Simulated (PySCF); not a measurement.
Mayer bond orders and bond lengths

Species: C6H11FS2Si.
SMILES with atom numbers: `[F:1][C@@H:2]1[S:3][CH2:4][S:5][SiH2:6][C@@H:7]1[CH:8]1[CH2:9][CH2:10]1` (hydrogens: H11 on C2; H12, H13 on C4; H14, H15 on Si6; H16 on C7; H17 on C8; H18, H19 on C9; H20, H21 on C10)

Geometry (GFN2-xTB, Å), atoms numbered from 1 in this order:
```
atom  x, y, z in Å
F1     1.320   -1.224    1.353
C2     0.921   -1.105    0.044
S3     2.397   -0.883   -1.018
C4     3.216    0.469   -0.132
S5     2.431    2.108   -0.287
Si6    0.552    1.653    0.654
C7    -0.096    0.018   -0.096
C8    -1.392   -0.392    0.569
C9    -2.391   -1.223   -0.178
C10   -2.679    0.219    0.110
H11    0.503   -2.075   -0.249
H12    4.207    0.554   -0.570
H13    3.289    0.197    0.918
H14    0.771    1.489    2.087
H15   -0.318    2.754    0.281
H16   -0.273    0.144   -1.169
H17   -1.288   -0.586    1.629
H18   -2.942   -1.977    0.363
H19   -2.166   -1.502   -1.197
H20   -3.429    0.460    0.848
H21   -2.640    0.917   -0.712
```

Bond orders from the PBE0/pcSseg-1 density (PySCF). Geometry: GFN2-xTB, one conformer, isolated molecule.

**Question.** How far do the computed orders between heavy atoms stray from the drawn ones?

**Answer.** The largest departure is 0.169, at Si6–C7 (drawn single, 0.831). Drawn single, order below 0.88: F1–C2 (0.852) and Si6–C7 (0.831).

**Question.** Set the Mayer orders of the bonds beside their lengths.

**Answer.** 
```
   bond  drawn as  length (Å)  Mayer order
  F1–C2    single       1.374        0.852
  C2–S3    single       1.832        1.036
  S3–C4    single       1.812        0.975
  C4–S5    single       1.824        0.977
 S5–Si6    single       2.149        0.961
 Si6–C7    single       1.912        0.831
  C7–C8    single       1.513        0.979
  C8–C9    single       1.499        0.953
 C9–C10    single       1.499        0.985
  C7–C2    single       1.521        0.966
 C10–C8    single       1.497        0.957
 C2–H11    single       1.096        0.939
 C4–H12    single       1.087        0.936
 C4–H13    single       1.087        0.908
Si6–H14    single       1.460        0.932
Si6–H15    single       1.452        0.954
 C7–H16    single       1.095        0.923
 C8–H17    single       1.083        0.946
 C9–H18    single       1.079        0.954
 C9–H19    single       1.080        0.952
C10–H20    single       1.079        0.955
C10–H21    single       1.079        0.952
```

By pair of heavy elements: C–S: lowest S3–C4 and C4–S5 (0.975, 1.812 Å), highest C2–S3 (1.036, 1.832 Å); in 2 of the 3 pairs the longer bond (by over 0.003 Å) has the higher order (by 0.02 or more). C–C: lowest C8–C9 (0.953, 1.499 Å), highest C9–C10 (0.985, 1.499 Å); in 2 of the 10 pairs the longer bond (by over 0.003 Å) has the higher order (by 0.02 or more). Bonds named together lie within 0.004.

**Question.** Sum the orders of all bonds at each heavy atom with more than one neighbour and set the sums beside the valence in the SMILES.

**Answer.** C2 3.793 (drawn 4), S3 2.011 (drawn 2), C4 3.796 (drawn 4), S5 1.938 (drawn 2), Si6 3.678 (drawn 4), C7 3.699 (drawn 4), C8 3.835 (drawn 4), C9 3.844 (drawn 4), C10 3.849 (drawn 4). Orders between atoms that aren't bonded are not in these sums.

For a closed shell the Mayer order of atoms A and B is Σ (PS)μν (PS)νμ over the basis functions μ on A and ν on B, with P the density and S the overlap matrix.
